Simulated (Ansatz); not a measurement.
Ga₂N⁺. The state is a quintet with charge 1. Geometry PBE0-D4/def2-TZVP; atoms count from 1.

Cartesian coordinates in Å:
```
Ga -0.980 0.093 1.173
Ga 0.880 -1.042 -0.698
N 0.101 0.949 -0.475
```

At PBE0-D4/def2-TZVP a triplet of charge 1 lies 2.65 eV below the quintet, each at its own geometry. The structure comes from a short search, and lower isomers may exist.

**Question.** Estimate the Mulliken populations from the PBE0/def2-TZVP orbitals of Ansatz.

**Answer.** 
```tsv
atom	charge (e)	spin (α − β)
Ga1	0.52	0.89
Ga2	0.52	0.89
N3	-0.05	2.22
```
Mulliken values depend strongly on the basis.

**Question.** Where does the spin sit?

**Answer.** Summed by element: Ga 1.78, N 2.22, of 4 unpaired in all. Largest on single atoms: N3 2.22, Ga1 0.89, Ga2 0.89.

**Question.** And the Mayer bond orders between heavy atoms (over 0.3)?

**Answer.** Ga1–Ga2 0.60 (2.87 Å); Ga1–N3 0.66 (2.15 Å); Ga2–N3 0.66 (2.15 Å).
